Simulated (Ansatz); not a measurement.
Consider the redistribution: `N[Si](F)(F)F` + `CCB(F)S` → `CC[Si](F)(F)F` + `NB(F)S`.

Program: Ansatz. Geometries: PBE0-D4/def2-TZVP. ΔE: electronic, gas phase. CCSD(T)/CBS is the MP2 limit (def2-TZVPP, def2-QZVPP) plus CCSD(T) − MP2 in def2-TZVPP, frozen cores. This one scheme is used for every species. Functionals use def2-TZVPP. B3LYP here is the variant with VWN-RPA as its local correlation; programs differ in this. One conformer a species, not always the lowest.

`N[Si](F)(F)F`:

Z-matrix (Å, degrees):
```
Si
F 1 1.578
F 1 1.574 2 105.7
N 1 1.672 2 115.9 3 -121.6
F 1 1.574 2 105.8 3 116.9
H 4 1.005 1 122.2 2 79.8
H 4 1.005 1 122.2 2 -80.3
```

`CCB(F)S`:

Cartesian coordinates in Å:
```
C 1.108 -1.009 -0.405
C -0.347 -0.553 -0.294
B -0.528 0.779 0.505
F 0.134 0.962 1.646
S -1.637 2.080 -0.076
H 1.183 -1.979 -0.901
H 1.570 -1.101 0.580
H 1.704 -0.297 -0.981
H -0.926 -1.315 0.247
H -0.809 -0.481 -1.283
H -1.451 2.914 0.961
```

`CC[Si](F)(F)F`:

Z-matrix (Å, degrees):
```
C
C 1 1.529
H 1 1.092 2 111.4
H 1 1.092 2 111.4 3 -120.2
H 1 1.092 2 110.9 3 119.9
Si 2 1.835 1 113.7 3 60.1
H 2 1.095 1 110.8 3 -61.3
H 2 1.095 1 110.8 3 -178.5
F 6 1.579 2 112.0 1 179.9
F 6 1.580 2 111.7 1 -59.9
F 6 1.580 2 111.7 1 59.7
```

`NB(F)S`:

Cartesian coordinates in Å:
```
N -0.666 -0.090 0.985
B -0.040 -0.117 -0.260
F -0.592 -0.825 -1.252
S 1.514 0.793 -0.560
H -0.312 0.417 1.775
H -1.521 -0.590 1.154
H 1.618 0.412 -1.842
```

Task: Is it downhill or uphill in electronic energy at CCSD(T)/CBS, and by how much? (Best estimate.)

Result: Ansatz gave: Downhill: ΔE = -36.9 kJ/mol.

Task: What do these levels give: PBE-D4, B3LYP-D4, ωB97X-V, ωB97M-V, PBE, PBE0? (Estimate.)

Result: Computed: PBE-D4 -45.3, B3LYP-D4 -42.5, ωB97X-V -40.5, ωB97M-V -40.8, PBE -44.7, PBE0 -42.4 kJ/mol.

Largest T1 diagnostic among the species: 0.012.
